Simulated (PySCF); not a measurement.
HSSi, SMILES [Si]=[SH+] (connectivity only; charge and spin as stated), charge +1, multiplicity 1. Atoms are numbered in the order given.

```xyz
3

Si    -0.0016     1.1230     0.0000
S     -0.0789    -0.9268     0.0000
H      1.2848    -0.8922     0.0000
```
Charge +1, spin multiplicity 1.

Geometry optimised at PBE0-D3(BJ)/def2-TZVP. The isomer is the one that the SMILES or the coordinates give; other isomers of the formula were not compared.

Level of theory: TDDFT-B3LYP/def2-TZVPD (PySCF 2.14.0).

Vertical excitations. Isolated molecule, no solvent. State labels are in the subgroup Cs.

```json
[
 {"state": "S1", "symmetry": "A\"", "energy (eV)": "3.63", "λ (nm)": "342", "f": "0.000", "main pairs": "HOMO−1→LUMO 100 %"},
 {"state": "S2", "symmetry": "A'", "energy (eV)": "3.87", "λ (nm)": "320", "f": "0.020", "main pairs": "HOMO→LUMO 98 %"},
 {"state": "S3", "symmetry": "A\"", "energy (eV)": "4.54", "λ (nm)": "273", "f": "0.019", "main pairs": "HOMO→LUMO+1 99 %"},
 {"state": "S4", "symmetry": "A'", "energy (eV)": "5.13", "λ (nm)": "241", "f": "0.059", "main pairs": "HOMO−1→LUMO+1 90 %"},
 {"state": "S5", "symmetry": "A\"", "energy (eV)": "7.10", "λ (nm)": "175", "f": "0.005", "main pairs": "HOMO−1→LUMO+2 97 %"},
 {"state": "S6", "symmetry": "A'", "energy (eV)": "7.18", "λ (nm)": "173", "f": "0.004", "main pairs": "HOMO−2→LUMO 54 %, HOMO→LUMO+2 39 %"},
 {"state": "S7", "symmetry": "A'", "energy (eV)": "7.44", "λ (nm)": "167", "f": "0.004", "main pairs": "HOMO→LUMO+2 60 %, HOMO−2→LUMO 30 %"},
 {"state": "S8", "symmetry": "A\"", "energy (eV)": "7.54", "λ (nm)": "164", "f": "0.008", "main pairs": "HOMO−2→LUMO+1 96 %"},
 {"state": "S9", "symmetry": "A\"", "energy (eV)": "7.92", "λ (nm)": "157", "f": "0.026", "main pairs": "HOMO−1→LUMO+3 95 %"},
 {"state": "S10", "symmetry": "A'", "energy (eV)": "9.12", "λ (nm)": "136", "f": "0.360", "main pairs": "HOMO−3→LUMO 54 %, HOMO→LUMO+3 27 %"},
 {"state": "T1", "symmetry": "A'", "energy (eV)": "2.66", "λ (nm)": "466", "f": "0", "main pairs": "HOMO→LUMO 98 %"},
 {"state": "T2", "symmetry": "A\"", "energy (eV)": "3.30", "λ (nm)": "376", "f": "0", "main pairs": "HOMO→LUMO+1 90 %"},
 {"state": "T3", "symmetry": "A\"", "energy (eV)": "3.39", "λ (nm)": "366", "f": "0", "main pairs": "HOMO−1→LUMO 91 %"},
 {"state": "T4", "symmetry": "A'", "energy (eV)": "3.57", "λ (nm)": "347", "f": "0", "main pairs": "HOMO−1→LUMO+1 99 %"}
]
```
Triplets are in the Tamm–Dancoff approximation, which puts them higher than full response would, so one can lie above its singlet here.
